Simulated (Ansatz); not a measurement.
Computed with Ansatz on PBE0-D4/def2-TZVP structures; ΔE is electronic, products minus reactants. CBS: MP2 limit from def2 TZ/QZ plus the TZ coupled-cluster correction, frozen cores. This one scheme is used for every species, atoms too. DFT in def2-TZVPP. B3LYP here is the variant with VWN-RPA as its local correlation; programs differ in this. HSE06 is defined as in plane-wave codes. No spin–orbit coupling; open shells (•) take unrestricted orbitals. Spin–orbit coupling would lower the free atoms: a little for O, Si. Each species was taken in one conformer, which may not be the lowest.

Consider the atomization: `[SiH3]O[SiH][SiH3]`• → 7 H• + O• + 3 Si•.

```csv
level,ΔE (kJ/mol),difference from CCSD(T)/CBS
PBE-D4,3364.8,-43.3
B97M-V,3419.9,11.8
B3LYP-D4,3401.3,-6.8
CAM-B3LYP-D4,3418.4,10.3
ωB97M-V,3396.5,-11.6
r2SCAN,3401.5,-6.6
HSE06,3326.8,-81.3
HF/def2-QZVPP,2592.3,-815.8
MP2/CBS(def2),3405.8,-2.3
CCSD/CBS(def2),3376.7,-31.4
CCSD(T)/CBS,3408.1,0
```

Largest T1 diagnostic among the species: 0.015.

From r2SCAN to r2SCAN0 (25 % exact exchange), in def2-TZVPP and without D4, ΔE moves by −35.7 kJ/mol: exact exchange takes away binding that semilocal exchange gives to molecules. At CCSD(T), def2-SVP lies −272.3 kJ/mol from the extrapolated value and def2-TZVPP −94.3 kJ/mol: correlation converges slowly with the basis, and small sets miss more of it in the bonded molecule than in its fragments.

For atomizations the MP2-based limit and the directly extrapolated one differ by several kJ/mol either way, and by 10 to 25 for some Ge, Se and Sn compounds, so smaller differences from it don't rank the levels.
